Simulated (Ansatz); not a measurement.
Reaction (silylene formation by 1,1-elimination): `O[SiH](S)CF` → fluoromethane + `O[Si]S`

Computed with Ansatz on PBE0-D4/def2-TZVP structures; ΔE is electronic, products minus reactants. CCSD(T)/CBS is the MP2 limit (def2-TZVPP, def2-QZVPP) plus CCSD(T) − MP2 in def2-TZVPP, frozen cores. This one scheme is used for every species. One conformer a species, not always the lowest.

```csv
species,HF/def2-TZVPP energy (Eh)
`O[SiH](S)CF`,-901.74064
`CF`,-139.10222
`O[Si]S`,-762.59401
```

Work out ΔE.

ΔE = (-139.10222) + (-762.59401) − (-901.74064) = 0.04441 Eh = +27.9 kcal/mol. CCSD(T)/CBS gives +30.6 kcal/mol.

Largest T1 diagnostic among the species: 0.015.

From BLYP to BHLYP (50 % exact exchange), in def2-TZVPP and without D4, ΔE moves by +9.0 kcal/mol. In def2-TZVPP, CCSD(T) changes the Hartree–Fock value by +1.5 kcal/mol (the triples alone add +0.1 kcal/mol) and MP2 by +4.5 kcal/mol. At CCSD(T), def2-SVP lies −3.6 kcal/mol from the extrapolated value and def2-TZVPP −1.2 kcal/mol.
